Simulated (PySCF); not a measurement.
SMILES CC/C=C\[Si](Cl)(Cl)Cl at its GFN2-xTB optimised geometry (Å):

```
15

C      2.9494     0.7609     1.3681
C      2.2514     0.6294     0.0126
C      1.3693    -0.5717     0.0000
C      0.0389    -0.5717     0.0000
Si    -1.0990     0.9277     0.0000
Cl    -0.7764     2.1149     1.6113
Cl    -3.0081     0.2533     0.0749
Cl    -0.8830     2.0536    -1.6743
H      3.6183     1.6174     1.3647
H      3.5301    -0.1317     1.5895
H      2.2125     0.8993     2.1553
H      1.6751     1.5320    -0.1887
H      3.0081     0.5218    -0.7686
H      1.8975    -1.5182     0.0248
H     -0.4620    -1.5320     0.0118
```

Level of theory: PBE0/def2-TZVP (PySCF).

Map of the electrostatic potential (hartree/e), clipped to [-0.08, 0.12] on the plane z = 0.8 Å:

```
|                      .........|
|                      .........|
|                     ..........|
|                     ..........|
|                    ...........|
|                    ...........|
|           .::..   ............|
|          .=%@#-. ......::::...|
|        .:=@@@@%:......::--::..|
|        :=%@@@@@=::::::-+*+-:..|
|       .-*@@@@@@+-:--=+*@@%=:..|
|     .:-+@@@@@@@*--=*@@@@@%-:..|
|    .=@@@@@@@@@@*==*@@@@@@+:...|
|   .=@@@@@@@@@@@*==%@@@@@@+:...|
|  .:#@@@@@@@@@@@+=*@@@@@@@=:...|
|  .:#@@@@@@@@@@@@#@@@@@@@#=:...|
|  .:=@@@@%*%@@@@@@@@@@#***=::..|
|   .:=**+--=+%@@@@@@@%+===-::..|
|    .......:-*@@@#@@@*=---:::..|
|         ..:-*#+=-+#%*=-:::::..|
|         ..:-++=::-=*+=-::::...|
|         ..:----:::-==-:::::...|
|        ....::::::::--:::::....|
|        .....:::..::::::::.....|
|       ............:::::.......|
|      .........................|
|      .........................|
|     ..........................|
|     ..........................|
|    ...........................|
|    ...........................|
```
Scale: ten equal steps from -0.013 (start of ' ') to 0.120 (end of '@'), in the order ' .:-=+*#%@'; x runs from -5.50 to 5.50, y from -5.50 (bottom) to 5.50 (top).
